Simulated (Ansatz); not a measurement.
`[SiH3][SiH2]S` + CH₃SH → `CS[SiH2]S` + SiH₄ at 500 K and 1 bar (cleavage of the Si–Si bond).

Program: Ansatz. Geometries: PBE0-D4/def2-TZVP. ΔE: electronic, gas phase. CCSD(T)/CBS adds triple-zeta CCSD(T) − MP2 to the extrapolated MP2 energy (def2 sets, frozen cores). This one scheme is used for every species. Each species was taken in one conformer, which may not be the lowest.

```tsv
species	CCSD(T)/CBS energy (Eh)	H − E (kJ/mol)	S (J/(mol·K))
`[SiH3][SiH2]S`	-979.55409	178.3	399.4
CH₃SH	-438.22835	145.1	283.7
`CS[SiH2]S`	-1126.34514	220.5	415.8
SiH₄	-291.46306	102.4	230.9
```

H − E and S are ideal-gas, rigid-rotor, harmonic terms from PBE0-D4/def2-TZVP, for one conformer and one mirror image of each species. 1 Eh = 2625.50 kJ/mol, R = 8.31446 J/(mol·K).

By hand: ΔE, ΔH, ΔS and ΔG.

ΔE = (-1126.34514) + (-291.46306) − (-979.55409) − (-438.22835) = -0.02576 Eh = -67.6 kJ/mol. Δ(H − E) = 220.5 + 102.4 − 178.3 − 145.1 = -0.5, so ΔH = -68.1 kJ/mol. ΔS = 415.8 + 230.9 − 399.4 − 283.7 = -36.4 J/(mol·K). ΔG = -68.1 − 500 × (-36.4)/1000 = -49.9 kJ/mol.

By hand: the equilibrium constant, and the temperature at which ΔG would vanish if ΔH and ΔS stayed fixed.

log₁₀ K = −ΔG/(RT ln 10) = 5.2. ΔG = 0 at ΔH/ΔS = 1871 K.

ΔH outweighs TΔS. A doubt of 5 kJ/mol in ΔE shifts log₁₀ K by 0.5 here. Other conformers and mirror images would add mixing entropy, several J/(mol·K) or more a flexible species. These are equilibria of isolated gas molecules and say nothing of rates. Largest T1 diagnostic: 0.012 (customary marks: 0.02 for closed shells, 0.045 for open ones).
